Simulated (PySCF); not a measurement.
Computed IR spectrum (relative IR intensity) of a molecule C5H9N. The structure is a stationary point at ωB97X-D3(BJ)/def2-SVP. One conformer was computed; it need not be the lowest. These are ωB97X-D3(BJ)/def2-SVP (PySCF 2.14.0) values and carry that method's errors. Frequencies are harmonic and unscaled.

```json
[
 {"ν (cm⁻¹)": "249", "relative intensity": "7.3"},
 {"ν (cm⁻¹)": "358", "relative intensity": "18"},
 {"ν (cm⁻¹)": "563", "relative intensity": "4.4"},
 {"ν (cm⁻¹)": "603", "relative intensity": "2.7"},
 {"ν (cm⁻¹)": "700", "relative intensity": "100"},
 {"ν (cm⁻¹)": "872", "relative intensity": "5.5"},
 {"ν (cm⁻¹)": "1123", "relative intensity": "18"},
 {"ν (cm⁻¹)": "1217", "relative intensity": "25"},
 {"ν (cm⁻¹)": "1243", "relative intensity": "2.7"},
 {"ν (cm⁻¹)": "1400", "relative intensity": "3.0"},
 {"ν (cm⁻¹)": "1462", "relative intensity": "2.3"},
 {"ν (cm⁻¹)": "1473", "relative intensity": "5.3"},
 {"ν (cm⁻¹)": "1549", "relative intensity": "9.7"},
 {"ν (cm⁻¹)": "1639", "relative intensity": "18"},
 {"ν (cm⁻¹)": "2124", "relative intensity": "20"},
 {"ν (cm⁻¹)": "3051", "relative intensity": "5.3"},
 {"ν (cm⁻¹)": "3054", "relative intensity": "18"},
 {"ν (cm⁻¹)": "3130", "relative intensity": "12"},
 {"ν (cm⁻¹)": "3174", "relative intensity": "2.9"},
 {"ν (cm⁻¹)": "3180", "relative intensity": "4.2"},
 {"ν (cm⁻¹)": "3182", "relative intensity": "4.4"},
 {"ν (cm⁻¹)": "3585", "relative intensity": "4.1"},
 {"ν (cm⁻¹)": "3686", "relative intensity": "4.2"}
]
```

Problem. Which molecule gave these data?
A. CC1=CN(C)C1
B. C/C=C/N=C/C
C. CC(C)=C=CN
D. C=C=C(C)NC

Solution. C, CC(C)=C=CN
